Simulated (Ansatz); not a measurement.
CH$_{3}$Cl$_{3}$Sn, SMILES `[CH3][Sn]([Cl])([Cl])[Cl]`, 8 atoms. Charge 0, multiplicity 1. Correlated methods include outer-core shells of Sn, which these sets cover unevenly. Sn: def2 effective core potential. All runs use 4 threads of an Intel Xeon Platinum 8488C on a shared host. Correlated methods freeze the cores.

Q: Give the basis size and wall time and peak host memory of each of these runs in Ansatz. RKS PBE0-D4/def2-TZVP frequencies; RHF-CCSD(T)/def2-TZVPP energy; RKS r2SCANh-D4/def2-TZVPP energy; RKS ωB97M-V/def2-SVP energy; RKS ωB97X-V/def2-TZVPP energy; RKS B3LYP-D4/def2-TZVPP energy and forces; RKS PBE0-D4/def2-QZVPP energy; RKS B97M-V/def2-TZVPP energy; RKS PBE0-D4/def2-SVP energy; direct RPA on PBE orbitals/def2-TZVPP energy; RKS ωB97M-V/def2-QZVPP energy; RHF-MP2/def2-QZVPP energy. (Estimate.)

A: The calculation gave: Other jobs shared the machine, so times are rough.

```csv
level,job,functions,wall time,peak host memory (GiB)
RKS PBE0-D4/def2-SVP,energy,109,1.4 s,0.5
RKS ωB97M-V/def2-SVP,energy,109,4.4 s,0.5
RKS r2SCANh-D4/def2-TZVPP,energy,249,4.9 s,0.89
RKS B3LYP-D4/def2-TZVPP,energy and forces,249,6 s,0.91
direct RPA on PBE orbitals/def2-TZVPP,energy,249,6.5 s,0.64
RKS B97M-V/def2-TZVPP,energy,249,7 s,0.51
RKS ωB97X-V/def2-TZVPP,energy,249,8 s,1
RKS PBE0-D4/def2-QZVPP,energy,439,12 s,2.1
RHF-MP2/def2-QZVPP,energy,439,16 s,2.4
RKS ωB97M-V/def2-QZVPP,energy,439,21 s,2.4
RHF-CCSD(T)/def2-TZVPP,energy,249,2.4 min,5.4
RKS PBE0-D4/def2-TZVP,frequencies,210,2.9 min,0.76
```

B3LYP here is the variant with VWN-RPA as its local correlation; programs differ in this.
